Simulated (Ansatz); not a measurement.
Total energies of Tl₂H₂ from Ansatz at CCSD(T)/def2-TZVPP, gas phase (1 Eh = 27.2114 eV = 2625.5 kJ/mol). The reference geometry is relaxed at PBE0-D4/def2-TZVP.

```csv
atom,x (Å),y (Å),z (Å)
Tl1,-0.245,1.368,-1.017
Tl2,0.245,-1.369,1.017
H3,0.913,-0.385,-0.738
H4,-0.913,0.385,0.738
```

```
                 state                      geometry  energy (Eh)
      charge 0 singlet                     reference   -344.91530
      charge 1 doublet                     reference   -344.64146
      charge 0 triplet  relaxed at PBE0-D4/def2-TZVP   -344.84770
      charge 0 quintet  relaxed at PBE0-D4/def2-TZVP   -344.74516
free Tl atom (doublet)                             –   -171.84263
 free H atom (doublet)                             –     -0.49981
```

In the def2 sets Tl takes a core potential; there is no spin–orbit coupling. Correlated methods freeze 8 core orbitals; core or outer-core shells of Tl are correlated, in sets that lack core-valence functions.

Problem. Work out the vertical ionisation energy to the doublet.

Solution. E(charge 1 doublet) − E(charge 0 singlet) = -344.64146 − (-344.91530) = 0.27384 Eh = 7.45 eV.

Problem. Which of the charge 0 states is lowest, and how far above it are the others?

Solution. The singlet. triplet: -344.84770 − (-344.91530) = 0.06760 Eh = 177.5 kJ/mol; quintet: -344.74516 − (-344.91530) = 0.17014 Eh = 446.7 kJ/mol.

Problem. What is the binding energy per atom against free atoms?

Solution. Atoms: 2 × (-171.84263) + 2 × (-0.49981) = -344.68488 Eh. Binding: -344.68488 − (-344.91530) = 0.23042 Eh = 6.27 eV, or 1.57 eV for each of 4 atoms (no zero-point energy, no counterpoise term).

At CCSD(T)/def2-TZVPP the charge 1 doublet is spin-contaminated (final ⟨S²⟩ up to 0.83, 0.75 for a pure state). 

The structure comes from a short search, and lower isomers may exist.
